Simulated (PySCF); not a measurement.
C₇H₇NOSi, SMILES N#Cc1cccc(O[SiH3])c1 (GFN2-xTB optimised geometry):

```
17

N     -3.237    -2.782     0.002
C     -2.674    -1.784     0.001
C     -1.980    -0.551     0.000
C     -2.693     0.647    -0.001
C     -1.999     1.843     0.000
C     -0.616     1.853     0.000
C      0.100     0.655     0.000
O      1.440     0.722     0.000
Si     2.637    -0.388    -0.011
C     -0.587    -0.551     0.000
H     -3.772     0.630    -0.001
H     -2.539     2.778    -0.001
H     -0.068     2.782     0.000
H      2.558    -1.235     1.180
H      3.772     0.519    -0.011
H      2.547    -1.222    -1.210
H     -0.041    -1.482     0.000
```

Level of theory: PBE/def2-SVP run with PySCF.

Task: What are the frontier orbital energies and the dipole moment?

Result: HOMO-2 -7.85 eV, HOMO-1 -6.80 eV, HOMO -6.17 eV, LUMO -2.26 eV, LUMO+1 -1.42 eV; dipole moment 3.93 D.

Meta-Löwdin charges at PBE/def2-SVP: N1 -0.20, C2 0.09, C3 -0.02, C4 -0.11, C5 -0.09, C6 -0.12, C7 0.21, O8 -0.51, Si9 0.69, C10 -0.14, H11 0.12, H12 0.12, H13 0.12, H14 -0.10, H15 -0.08, H16 -0.10, H17 0.12.
